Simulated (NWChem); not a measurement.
Molecule: InBr$_{2}$F; SMILES [F][In]([Br])[Br]

```xyz
4

In     0.0000     0.0000     0.4875
F      0.0000     0.0000     2.4326
Br    -2.1684     0.0000    -0.6511
Br     2.1684     0.0000    -0.6511
```
Atoms are numbered in this order, from 1.

Level: PBE0/def2-SVP with def2 effective core potentials on In (NWChem), optimised geometry, unscaled harmonic frequencies. This build's default masses of Se (78.918 u) and Br (79.917 u) are each other's, which moves their modes by up to 0.6 %. def2 effective core potentials on In; no spin-orbit coupling.

```tsv
frequency (cm⁻¹)	IR intensity (km/mol)
63	2.7
102	17.5
119	22.9
235	4.5
296	53.9
625	60.3
```

```
Item                                                                                Value
-----------------------------------------------------------------------  ----------------
zero-point energy                                                            2.1 kcal/mol
thermal correction to the enthalpy at 298.15 K (with zero-point energy)      6.5 kcal/mol
heat capacity Cv                                                         16.3 cal/(mol K)
entropy at 298.15 K and 1 atm (symmetry number 2)                        86.4 cal/(mol K)
```

Rigid rotor and harmonic oscillator; modes under 100 cm⁻¹ make the entropy uncertain.
